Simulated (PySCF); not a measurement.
**Germanium: a sound run and one with changed settings**

Sound run: Ge+ [Ar] 3d10 4s2 4p1, Ge(2+) [Ar] 3d10 4s2. Calculation: PySCF 2.14, in def2-TZVP (6s5p4d1f, 48 functions); the non-relativistic Hamiltonian (point nucleus). In the sound run the correlated levels freeze [Ar] 3d10. The sound run starts from symmetry-adapted Hartree-Fock orbitals and uses a fine grid where one is needed.

Changed run: all electrons correlated in a basis built for the valence shell.

```csv
species,method,sound run (hartree),changed run (hartree),converged
Ge+,MP2,-2075.08499,-2075.36205,yes
Ge(2+),MP2,-2074.51700,-2074.78921,yes
```

Ionisation energy of Ge+:

| method | sound run (eV) | changed run (eV) |
| --- | --- | --- |
| UHF | 15.224 | 15.224 |
| MP2 | 15.456 | 15.588 |
| SCS-MP2 | 15.443 | 15.532 |

A valence basis has no tight correlating functions, so it recovers only part of the core correlation, and not evenly between atom and ion.

For comparison, NIST gives 15.935 eV between the lowest levels.
